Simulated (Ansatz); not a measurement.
Isolated molecules relaxed with PBE0-D4/def2-TZVP in Ansatz; ΔE leaves out vibrations. CCSD(T)/CBS is the MP2 limit (def2-TZVPP, def2-QZVPP) plus CCSD(T) − MP2 in def2-TZVPP, frozen cores. This one scheme is used for every species. DFT in def2-TZVPP. For Ge outer-core shells are correlated without core-valence functions, which leaves a few kJ/mol of doubt a bond. Scalar relativity is left out up to krypton. One conformer a species, not always the lowest.

Reaction (ligand exchange at a Ge–Cl bond): `[Cl][GeH]([Cl])[Cl]` + `N=C=O` → `O=C=[N][GeH]([Cl])[Cl]` + HCl

(1) Is it downhill or uphill in electronic energy at CCSD(T)/CBS, and by how much? (Estimate.)

(2) What do these levels give: ωB97X-V, B2PLYP, BHLYP, CCSD/def2-SVP, MP2/def2-TZVPP, MP2/def2-QZVPP? (Estimate.)

Largest T1 diagnostic among the species: 0.018.

Answers

(1) Computed: Uphill: ΔE = +21.0 kJ/mol.

(2) Computed: ωB97X-V 24.2, B2PLYP 24.1, BHLYP 24.8, CCSD/def2-SVP 14.3, MP2/def2-TZVPP 16.4, MP2/def2-QZVPP 19.0 kJ/mol.

The D4 term adds −3.1 kJ/mol with B3LYP and −2.1 kJ/mol with PBE0; it sums over pairs of atoms, weighted by their polarisabilities, and B3LYP, whose exchange is more repulsive, gets the larger term. From PBE to PBE0 (25 % exact exchange), in def2-TZVPP and without D4, ΔE moves by −3.8 kJ/mol.

B3LYP here is the variant with VWN-RPA as its local correlation; programs differ in this.
